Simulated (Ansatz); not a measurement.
Two members of one family (Same ligands, another metal), computed with Ansatz in the gas phase; def2 core potentials for Ag, no spin–orbit coupling. The two geometries come from different levels. Binding counts from free atoms in the multiplicity of their measured ground term, without zero-point energy. Names give formal oxidation states. A dash marks a value that wasn't run or was left out as unsound. The structures are stationary points that may keep the symmetry of their start. Remarks come from the PBE and PBE0 runs and from stability tests at other levels; not every state was tested. HOMO above LUMO (over both spins in singlets and doublets, within one spin in higher multiplets; at PBE or PBE0), or a gap under 0.15 eV within one spin, warns that the state may not be the lowest or that an electron is smeared out.

First: Cu(NH3)Cl (singlet, charge 0, B3LYP-D4/def2-TZVP geometry).

```xyz
6

Cu    0.358   -1.076    0.106
N    -0.257    0.772   -0.077
H     0.378    1.318   -0.651
H    -0.322    1.230    0.827
H    -1.175    0.814   -0.509
Cl    1.018   -3.058    0.304
```

```
              level  HOMO (eV)  LUMO (eV)  gap (eV)  vertical IE (eV)  vertical triplet (eV)  binding per atom (eV)
    PBE-D4/def2-SVP      -4.35      -1.26      3.09                 –                      –                   3.16
   PBE-D4/def2-TZVP      -5.03      -1.65      3.38              8.71                   4.21                   3.10
r2SCAN-D4/def2-TZVP      -5.22      -1.06      4.15              8.73                   4.25                   3.06
   PBE0-D4/def2-SVP      -5.97      -0.47      5.50                 –                      –                   3.06
  PBE0-D4/def2-TZVP      -6.54      -0.83      5.71              8.87                   4.23                   3.02
```

Metal–donor distances: 1 × N 1.96 Å, 1 × Cl 2.10 Å. Remarks: gap within one spin near zero at PBE or PBE0 (+1 doublet), gap within one spin near zero at PBE or PBE0 (triplet).

Second: Ag(NH3)Cl (singlet, charge 0, PBE-D4/def2-TZVP geometry).

```xyz
6

Ag    0.158    1.014    0.703
N    -0.116   -0.742   -0.515
H    -0.857   -0.603   -1.205
H    -0.372   -1.552    0.055
H     0.740   -0.978   -1.022
Cl    0.448    2.862    1.984
```

Q: Estimate the same table for the second.

A: 
| level | HOMO (eV) | LUMO (eV) | gap (eV) | vertical IE (eV) | vertical triplet (eV) | binding per atom (eV) |
| --- | --- | --- | --- | --- | --- | --- |
| PBE-D4/def2-SVP | -5.24 | -1.64 | 3.60 | – | – | 2.95 |
| PBE-D4/def2-TZVP | -5.47 | -1.92 | 3.55 | 9.03 | 4.35 | 2.95 |
| r2SCAN-D4/def2-TZVP | -5.72 | -1.43 | 4.29 | 9.10 | 4.53 | 2.90 |
| PBE0-D4/def2-SVP | -6.50 | -0.86 | 5.65 | – | – | 2.88 |
| PBE0-D4/def2-TZVP | -6.73 | -1.13 | 5.60 | 9.14 | 4.67 | 2.87 |

Metal–donor distances: 1 × N 2.16 Å, 1 × Cl 2.27 Å. Remarks: gap within one spin near zero at PBE or PBE0 (+1 doublet), gap within one spin near zero at PBE or PBE0 (triplet).
